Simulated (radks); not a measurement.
All-electron atom: Dy39+ in [Ar] 3d9.

Calculated with a radial shooting solver on a logarithmic mesh with Libxc functionals: scalar-relativistic Kohn-Sham, exchange-only LDA, spin-polarised, spherical densities, point nucleus; open shells are filled with parallel spins first (spin-orbit coupling, left out, can overturn this in heavy ions).

Energy parts (eV):
| part | energy |
|---|---|
| total | -303517.23 |
| kinetic | 329289.60 |
| electron-nucleus | -688667.42 |
| Hartree | 60942.33 |
| exchange | -5081.74 |

Orbitals (lengths in bohr, moments of r in powers of bohr; <r^-3> diverges for s and p1/2):
| orbital | occ. | eigenvalue (eV) | <r^4> | <r^2> | <r^-3> |
|---|---|---|---|---|---|
| 1s up | 1 | -55425.19 | 9.927e-07 | 0.0006099 | - |
| 1s down | 1 | -55425.07 | 9.926e-07 | 0.0006099 | - |
| 2s up | 1 | -10700.01 | 0.0001541 | 0.009477 | - |
| 2s down | 1 | -10696.24 | 0.0001540 | 0.009473 | - |
| 2p up | 3 | -9703.478 | 0.0001155 | 0.007656 | 12870 |
| 2p down | 3 | -9700.443 | 0.0001154 | 0.007652 | 12880 |
| 3s up | 1 | -3637.123 | 0.005305 | 0.05977 | - |
| 3s down | 1 | -3633.024 | 0.005314 | 0.05982 | - |
| 3p up | 3 | -3330.496 | 0.005398 | 0.05918 | 2915 |
| 3p down | 3 | -3326.362 | 0.005409 | 0.05924 | 2911 |
| 3d up | 5 | -2954.409 | 0.003982 | 0.04821 | 395.7 |
| 3d down | 4 | -2949.441 | 0.003996 | 0.04828 | 395.3 |
| 4s up | 0 | -1782.767 | 0.07300 | 0.2300 | - |
| 4s down | 0 | -1781.315 | 0.07317 | 0.2303 | - |
| 4p up | 0 | -1664.416 | 0.08028 | 0.2396 | 999.8 |
| 4p down | 0 | -1662.995 | 0.08049 | 0.2399 | 998.1 |

The highest occupied level is 3d down at -2949.4 eV. For comparison, the ionisation energy in NIST's Atomic Spectra Database is 2987 eV (theoretical). In exact Kohn-Sham theory the highest level is minus the ionisation energy, but local and semilocal functionals leave it too shallow, through self-interaction and a potential that decays too fast; potentials with the right tail come closer. Summed over all electrons, <r^2> = 0.9751 bohr^2, which gives a Langevin (diamagnetic) susceptibility term of -0.772 x 10^-6 cm^3/mol. Spin moment in Bohr magnetons: 1.
